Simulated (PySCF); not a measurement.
F₅HMo, multiplicity 1. Atoms are numbered in the order given.

```xyz
7

Mo     0.0000     0.0000    -0.0959
F      0.0000     0.0000     1.7957
F      1.2814     1.2814    -0.2869
F     -1.2814     1.2814    -0.2869
F      1.2814    -1.2814    -0.2869
F     -1.2814    -1.2814    -0.2869
H      0.0000     0.0000    -1.8031
```

Coordinates come from a B3LYP-D3(BJ)/def2-SVP optimisation. A frequency run showed that this geometry is not a minimum. The spin state was assumed, not searched. The structure was generated by enumeration; whether it is a known compound was not checked. The def2 effective core potentials stand for the cores of Mo; spin–orbit coupling is left out.

These are PySCF with M06-2X/def2-TZVP values and carry that method's errors.

Atomic charges (e):

| atom | Löwdin | Mulliken |
|---|---|---|
| Mo1 | 1.06 | 1.94 |
| F2 | -0.28 | -0.45 |
| F3 | -0.19 | -0.39 |
| F4 | -0.19 | -0.39 |
| F5 | -0.19 | -0.39 |
| F6 | -0.19 | -0.39 |
| H7 | -0.01 | 0.06 |
